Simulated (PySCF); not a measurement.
## Energy of N²⁺ (nitrogen, charge +2) between two integer charges

The 2p alpha orbital of [He] 2s2 2p1 is emptied in steps (occupation f), with all orbitals relaxed, ending at [He] 2s2. Computed with PySCF 2.14 in x2c-TZVPall (5s3p2d1f, 31 functions), with scalar relativity by spin-free X2C-1e. The exact energy is a straight line in f; departures are measured from the line between the end points of the same method.

Problem. Among UHF, LDA, PBE, PBE0, r2SCAN, LC-wPBE, BHandHLYP, wB97X, MN15, M06-2X, which shows the largest delocalisation error (convex curve), and which is closest to linear?

Solution. Most convex: LDA (-2.241 eV at f = 0.4); closest to linear: UHF (0.168 eV).

| f | UHF (eV) | LDA (eV) | PBE (eV) | PBE0 (eV) | r2SCAN (eV) | LC-wPBE (eV) | BHandHLYP (eV) | wB97X (eV) | MN15 (eV) | M06-2X (eV) |
| --- | --- | --- | --- | --- | --- | --- | --- | --- | --- | --- |
| 1 | 0.000 | 0.000 | 0.000 | 0.000 | 0.000 | 0.000 | 0.000 | 0.000 | 0.000 | 0.000 |
| 0.8 | 0.116 | -1.491 | -1.474 | -1.079 | -1.343 | -0.626 | -0.692 | -0.639 | -0.929 | -0.729 |
| 0.6 | 0.171 | -2.240 | -2.210 | -1.616 | -1.998 | -0.934 | -1.033 | -0.949 | -1.385 | -1.124 |
| 0.4 | 0.168 | -2.241 | -2.206 | -1.610 | -1.978 | -0.925 | -1.025 | -0.934 | -1.374 | -1.159 |
| 0.2 | 0.111 | -1.491 | -1.463 | -1.066 | -1.304 | -0.607 | -0.676 | -0.607 | -0.908 | -0.791 |
| 0 | 0.000 | 0.000 | 0.000 | 0.000 | 0.000 | 0.000 | 0.000 | 0.000 | 0.000 | 0.000 |

```json
{"method": "UHF", "E(f=0) − E(f=1) (eV)": "47.293", "−ε at f=1 (eV)": "48.026", "−ε at f=0.4 (eV)": "47.140"}
{"method": "LDA", "E(f=0) − E(f=1) (eV)": "47.856", "−ε at f=1 (eV)": "38.567", "−ε at f=0.4 (eV)": "49.732"}
{"method": "PBE", "E(f=0) − E(f=1) (eV)": "48.018", "−ε at f=1 (eV)": "38.823", "−ε at f=0.4 (eV)": "49.894"}
{"method": "PBE0", "E(f=0) − E(f=1) (eV)": "48.001", "−ε at f=1 (eV)": "41.252", "−ε at f=0.4 (eV)": "49.382"}
{"method": "r2SCAN", "E(f=0) − E(f=1) (eV)": "48.216", "−ε at f=1 (eV)": "39.771", "−ε at f=0.4 (eV)": "49.977"}
{"method": "LC-wPBE", "E(f=0) − E(f=1) (eV)": "48.170", "−ε at f=1 (eV)": "44.250", "−ε at f=0.4 (eV)": "49.000"}
{"method": "BHandHLYP", "E(f=0) − E(f=1) (eV)": "48.131", "−ε at f=1 (eV)": "43.789", "−ε at f=0.4 (eV)": "49.033"}
{"method": "wB97X", "E(f=0) − E(f=1) (eV)": "47.773", "−ε at f=1 (eV)": "43.760", "−ε at f=0.4 (eV)": "48.645"}
{"method": "MN15", "E(f=0) − E(f=1) (eV)": "47.595", "−ε at f=1 (eV)": "41.765", "−ε at f=0.4 (eV)": "48.800"}
{"method": "M06-2X", "E(f=0) − E(f=1) (eV)": "47.602", "−ε at f=1 (eV)": "43.136", "−ε at f=0.4 (eV)": "48.399"}
```

Reference removal energy between the ground levels: 47.445 eV (semi-empirical (NIST evaluation); NIST Atomic Spectra Database, ionization energies). The calculation has no spin-orbit coupling. UHF lacks correlation.
